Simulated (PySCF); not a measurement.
# Correlation energy of S⁺ (sulfur, charge +1)

[Ne] 3s2 3p2 4s1, high-spin 4P determinant (an excited configuration). All numbers are calculated (PySCF 2.14, the spin-free X2C one-electron Hamiltonian (Gaussian nucleus), in x2c-QZVPPall with one added diffuse shell each of s, p, d, f type (10s7p5d3f1g, 86 functions)). Frozen: [Ne]; 5 electrons correlated.

```csv
level,correlation energy (mhartree)
CCSD,-106.06
(T),-3.80
CCSD(T),-109.86
```

Diagnostics: T1 = 0.016, D1 = 0.0458, largest double amplitude 0.098.

The outer electron is Rydberg-like, and this basis confines it to a smaller radius and binds it less than a complete one would.

Cost of the coupled-cluster step: about 40 core-seconds, for 5 correlated electrons.
